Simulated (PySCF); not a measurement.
Compound: CH7FO2Si3.
Geometry (GFN2-xTB, Å), atoms numbered from 1 in this order:
```
atom  x, y, z in Å
O1     1.2411    1.1190    0.8095
C2     1.9644    0.1518    0.7494
Si3    1.4232   -1.5311    0.0029
O4    -0.0919   -1.3688   -0.4731
Si5   -1.4898   -0.5147   -0.7122
Si6   -1.2693    1.6319    0.0784
F7    -2.7438    2.2524   -0.2503
H8     2.9956    0.2469    1.1497
H9     2.2690   -1.7946   -1.1566
H10    1.4847   -2.5306    1.0640
H11   -2.4727   -1.3814   -0.0440
H12   -1.6855   -0.6801   -2.1608
H13   -0.4189    2.5597   -0.6611
H14   -1.2069    1.8393    1.5219
```

Computed, not measured: PySCF 2.14.0, density-fitted response routines, TDDFT CAM-B3LYP/def2-SVPD, vertical, gas phase, core orbitals frozen in the response.

Kohn–Sham orbitals with the atoms that hold most of them (Löwdin shares over 4%, at most four atoms; ? is withheld):

| orbital | ε (eV) | atoms |
| --- | --- | --- |
| HOMO-3 | -10.70 | Si6 30%, F7 20%, H14 19%, H13 19% |
| HOMO-2 | -10.20 | O4 31%, Si5 20%, H12 14%, H11 13% |
| HOMO-1 | -9.78 | ? |
| HOMO | -8.95 | ? |
| LUMO | ? | C2 41%, O1 34%, Si3 12%, H8 6% |
| LUMO+1 | 0.11 | Si5 25%, Si6 14%, Si3 13%, O4 8% |
| LUMO+2 | 0.91 | Si3 28%, Si6 16%, C2 11%, Si5 9% |

Q: Give the leading atoms of the HOMO-1.

A: Si6 (bonded to F, Si and 2 H) 20%; Si5 (bonded to O, Si and 2 H) 16%; O1 (bonded to C) 16%; F7 (bonded to Si) 9%. By element: silicon 36% or more, oxygen 16% or more, fluorine 9%.

Q: Which atoms hold the HOMO, and with what shares?

A: O1 (bonded to C) 31%; C2 (bonded to O, Si and H) 16%; Si5 (bonded to O, Si and 2 H) 9%; O4 (bonded to 2 Si) 9%. By element: oxygen 40%, carbon 16%, silicon 9% or more.

Q: What is the LUMO energy, and the HOMO–LUMO gap?

A: ε(LUMO) = -0.99 eV; the gap is 7.95 eV (0.2923 hartree).

Q: How does S1 compare with the orbital gap of 7.95 eV?

A: S1 is at 3.34 eV (f = 0.0005), 4.62 eV below the gap, made of HOMO→LUMO (79%), HOMO-1→LUMO (18%). Without the coupling terms of the response equations the lowest excitation would equal the gap.

Q: Give energy, strength and leading configuration of S1, S2, S3, S4 and S6, and follow the Löwdin shares of the leading atoms from the occupied to the empty orbital.

A: 
- S1 (3.34 eV, f 0.0005), HOMO→LUMO (79%): O1 31% → 34%, C2 16% → 41%
- S2 (5.91 eV, f 0.040), HOMO→LUMO+1 (88%): O1 31% → at most 9%, C2 16% → at most 9%, Si5 9% → 25%, Si6 at most 9% → 14%
- S3 (5.95 eV, f 0.0003), HOMO-1→LUMO (77%): Si6 20% → at most 7%, Si5 16% → at most 7%, C2 at most 9% → 41%, O1 16% → 34%
- S4 (6.49 eV, f 0.031), HOMO-2→LUMO (81%): O4 31% → at most 7%, Si5 20% → at most 7%, C2 at most 14% → 41%, O1 at most 14% → 34%
- S6 (6.91 eV, f 0.0064), HOMO-2→LUMO+1 (93%): O4 31% → 8%, Si5 20% → 25%, Si6 at most 14% → 14%

Löwdin shares depend on the basis, the more so with diffuse functions.

One conformer stands for the species.
